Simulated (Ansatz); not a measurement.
`BNCC=C` and `C=CCCCl` differ in one atom or group.

Ansatz, PBE0-D4/def2-TZVP geometries, multiplicity 1. Each molecule was computed in one conformer, which needn't be the lowest.

```json
{"property": "HOMO energy (PBE0/def2-TZVPP) / eV", "`BNCC=C`": "-7.72"}
{"property": "size of the dipole moment (B3LYP/def2-TZVPP) / D", "`BNCC=C`": "1.86"}
{"property": "HOMO energy (PBE/def2-TZVPP) / eV", "`BNCC=C`": "-6.56"}
{"property": "size of the dipole moment (ωB97M-V/def2-TZVPP) / D", "`BNCC=C`": "1.87"}
{"property": "HOMO energy (ωB97M-V/def2-TZVPP) / eV", "`BNCC=C`": "-9.99"}
{"property": "HOMO–LUMO gap (B3LYP/def2-TZVPP) / eV", "`BNCC=C`": "7.05"}
```

Problem. Give the same properties after the change, and the shifts. (An estimate is asked.)

Solution. Ansatz gave: 
```tsv
property	`C=CCCCl`	shift
HOMO energy (PBE0/def2-TZVPP) / eV	-7.64	0.08
size of the dipole moment (B3LYP/def2-TZVPP) / D	1.84	-0.02
HOMO energy (PBE/def2-TZVPP) / eV	-6.50	0.06
size of the dipole moment (ωB97M-V/def2-TZVPP) / D	1.85	-0.02
HOMO energy (ωB97M-V/def2-TZVPP) / eV	-9.91	0.08
HOMO–LUMO gap (B3LYP/def2-TZVPP) / eV	7.28	0.23
```

With PBE0 the HOMO rises by 0.08 eV and the LUMO rises by 0.32 eV, so the gap widens by about 0.24 eV. PBE moves the HOMO by 0.06 eV and ωB97M-V by 0.08 eV. The zero-point energy changes by -26.5 kJ/mol with -3 modes. Dipoles are sizes alone; their direction can turn.

B3LYP here is the variant with VWN-RPA as its local correlation; programs differ in this.
